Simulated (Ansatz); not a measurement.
Consider the formal exchange of groups at the In–Al bond: `C[BH][Al]([OH])[InH2]` + `FC[SiH3]` → `FC[SiH2][InH2]` + `C[BH][AlH][OH]`.

Isolated molecules relaxed with PBE0-D4/def2-TZVP in Ansatz; ΔE leaves out vibrations. CCSD(T)/CBS is the MP2 limit (def2-TZVPP, def2-QZVPP) plus CCSD(T) − MP2 in def2-TZVPP, frozen cores. DFT in def2-TZVPP. B3LYP here is the variant with VWN-RPA as its local correlation; programs differ in this. def2 core potentials past Kr. For In outer-core shells are correlated without core-valence functions, which leaves a few kJ/mol of doubt a bond. Each species was taken in one conformer, which may not be the lowest.

```tsv
level	ΔE (kcal/mol)	difference from CCSD(T)/CBS
PBE-D4	2.4	0.6
B3LYP-D4	2.4	0.6
r2SCANh-D4	1.9	0.1
r2SCANh	2.0	0.2
CCSD/def2-SVP	0.4	-1.4
CCSD(T)/def2-SVP	0.3	-1.5
HF/def2-TZVPP	4.2	2.4
SCS-MP2/def2-TZVPP	2.5	0.7
HF/CBS(def2)	4.3	2.5
MP2/CBS(def2)	1.6	-0.2
CCSD(T)/CBS	1.8	0
```

Largest T1 diagnostic among the species: 0.014.

At CCSD(T), def2-SVP lies −1.5 kcal/mol from the extrapolated value and def2-TZVPP +0.4 kcal/mol. In def2-TZVPP, CCSD(T) changes the Hartree–Fock value by −2.0 kcal/mol (the triples alone add −0.3 kcal/mol) and MP2 by −2.2 kcal/mol. Leaving LDA and LC-ωPBE aside and taking each functional with its dispersion term where it has one, the values, not all of them listed here, spread over 3.9 kcal/mol, from B97M-V to B2PLYP. LDA lies −1.4 kcal/mol from PBE without D4.

CCSD(T)/CBS has its own doubt, a few kJ/mol and more with outer-core shells, so smaller differences from it don't rank the levels.
